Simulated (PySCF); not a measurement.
The vertical singlet excitations below were computed for one of the candidates. Method used: TDDFT PBE0/def2-SVPD, vertical, gas phase, core orbitals frozen in the response in PySCF 2.14.0, density-fitted response routines. Geometries: GFN2-xTB, one conformer each.

```json
{"state": "S1", "λ (nm)": "207.6", "f": "0.0019"}
{"state": "S2", "λ (nm)": "168.9", "f": "0.0010"}
{"state": "S3", "λ (nm)": "167.0", "f": "0.0018"}
{"state": "S4", "λ (nm)": "165.7", "f": "0.0017"}
{"state": "S5", "λ (nm)": "165.3", "f": "0.0032"}
{"state": "S6", "λ (nm)": "163.9", "f": "0.011"}
```

Triplets computed (Tamm–Dancoff): 5.44, 6.11 eV.

Orbital energies (eV): HOMO-3 -9.01, HOMO-2 -8.56, HOMO-1 -8.50, HOMO -8.22, LUMO 0.06, LUMO+1 0.39, LUMO+2 0.73.

Question: Which structure fits?
A. `C(=O)([C@H](C)CCl)OC`
B. `CC#C[C@@H]1[C@H]2C[C@@H]12`
C. `C1O[C@@](C1)(C)C(F)(F)F`

Answer: A. Its S1, at 5.97 eV, is the lowest among the candidates; the nearest of the others has S1 at 6.44 eV. S1 is HOMO→LUMO (96%). S1 has the pattern of n→π* at C=O. At the same level the other candidates give, for their lowest levels:
- `CC#C[C@@H]1[C@H]2C[C@@H]12`: 193 nm (f 0.000); 187 nm (f 0.007); 187 nm (f 0.066); 186 nm (f 0.001); 180 nm (f 0.006); T1 5.24 eV; HOMO -6.97, LUMO 0.83 eV
- `C[C@]1(C(F)(F)F)CCO1`: 168 nm (f 0.001); 165 nm (f 0.005); 157 nm (f 0.026); 150 nm (f 0.007); 142 nm (f 0.007); T1 6.99 eV; HOMO -7.94, LUMO 0.62 eV

Shape of the structure used: `[CH3:1][O:2][C:3](=[O:4])[C@H:5]([CH3:6])[CH2:7][Cl:8]`: C1–O2–C3–O4 1°, O2–C3–C5–C6 -107°, C3–C5–C7–Cl8 -65°.
